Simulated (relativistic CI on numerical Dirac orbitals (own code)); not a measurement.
**W⁶⁺: N6,7 absorption edge**

Computed with this model: Dirac-Coulomb-Breit CI, orbitals from a KLI potential per configuration, model QED (radiative potential, 1s self-energy scaled to tabulated hydrogen-like ionisation energies), multiplet model of core-to-valence dipole absorption, unscaled Slater integrals; configurations [Xe] 4f14 → [Xe] 4f13 5d; 80 K; Lorentzian 0.45 eV and Gaussian 0.3 eV FWHM. Energies are those of the free ion, without screening or charge transfer. The branching ratio is the share of the lower-energy edge in the whole absorption, uncertain by about 0.02 where the edges overlap. S is read from ⟨S²⟩ = S(S + 1).

Field parameters in Wybourne normalisation: Oh B⁴₀ = 21Dq, B⁴₄ = √(5/14) B⁴₀. The field is a parameter set, without covalency.

free ion: ground-state S = 0.00, centroid 41.84 eV. Peaks (eV, height): 41.9 (100).

Oh, 10Dq = 10000 cm⁻¹: ground-state S = 0.00, centroid 41.84 eV. Peaks (eV, height): 41.0 (25), 42.2 (100).

Oh, 10Dq = 22550 cm⁻¹: ground-state S = 0.00, centroid 41.84 eV. Peaks (eV, height): 39.3 (18), 41.1 (57), 43.0 (100).

Oh, 10Dq = 35100 cm⁻¹: ground-state S = 0.00, centroid 41.84 eV. Peaks (eV, height): 36.3 (9), 39.0 (51), 41.6 (54), 43.8 (100).

Strongest unbroadened transitions for Oh, 10Dq = 22550 cm⁻¹:

| Energy (eV) | Relative strength |
| --- | --- |
| 36.79 | 0.4 |
| 36.84 | 6.0 |
| 37.16 | 0.1 |
| 37.46 | 0.3 |
| 37.91 | 0.6 |
| 38.18 | 0.9 |
| 38.96 | 0.6 |
| 39.30 | 19.4 |
| 39.67 | 0.1 |
| 40.13 | 2.7 |
| 40.27 | 2.3 |
| 40.42 | 0.2 |
| 40.74 | 0.9 |
| 41.03 | 2.3 |
| 41.10 | 63.7 |
| 42.33 | 18.2 |
| 42.81 | 24.8 |
| 42.99 | 100.0 |
